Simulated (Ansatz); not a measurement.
AlCl$_{4}$, charge -1, singlet, at a GFN2-xTB geometry (such geometries of metal compounds can be far from the true shape) (a gas-phase anion, which may not be bound at this level). Base run: CAM-B3LYP/aug-cc-pVDZ run with Ansatz (a program for electronic structure).

Input for Ansatz:
Ansatz 0.2 input:
```yaml
crystal:
  periodic: [false, false, false]
  atoms:
    - {symbol: Cl, position_ang: [-1.65839443, -0.37089430, -1.25730454]}
    - {symbol: Al, position_ang: [0.00000000, 0.00000000, 0.00000000]}
    - {symbol: Cl, position_ang: [0.00812152, 2.03452580, 0.57383638]}
    - {symbol: Cl, position_ang: [1.78590719, -0.44613033, -1.03930391]}
    - {symbol: Cl, position_ang: [-0.13563427, -1.21750117, 1.72277208]}
basis:
  gaussian:
    orbitals: aug-cc-pVDZ
hamiltonian:
  xc: cam_b3lyp
total_charge: -1
```

Variants of this job, named by their change:

```json
[
 {"change": "base", "ΔE vs base (mEh)": "0.000"},
 {"change": "final_grid = 10, 20, 41", "ΔE vs base (mEh)": "-0.002"},
 {"change": "final_grid = 14, 28, 59", "ΔE vs base (mEh)": "-0.002"},
 {"change": "forces = on", "ΔE vs base (mEh)": "0.000"},
 {"change": "fitting.mean_field = cc-pVTZ-JKFIT", "ΔE vs base (mEh)": "…"},
 {"change": "point_charge = charge:-1.0 position_ang:1.7401, 3.4915, 3.3066", "ΔE vs base (mEh)": "97.259"},
 {"change": "final_grid = 4, 8, 17", "ΔE vs base (mEh)": "0.049"},
 {"change": "lower_state_search = off", "ΔE vs base (mEh)": "0.000"},
 {"change": "final_grid = 6, 12, 29", "ΔE vs base (mEh)": "0.000"},
 {"change": "lower_state_search = light", "ΔE vs base (mEh)": "0.000"},
 {"change": "accuracy = high", "ΔE vs base (mEh)": "-0.003"}
]
```

### Question
Fill in the missing entries.

### Answer

- fitting.mean_field = cc-pVTZ-JKFIT, ΔE vs base (mEh): -0.062

A gas-phase anion may not be bound at this level; its values then depend on the basis.
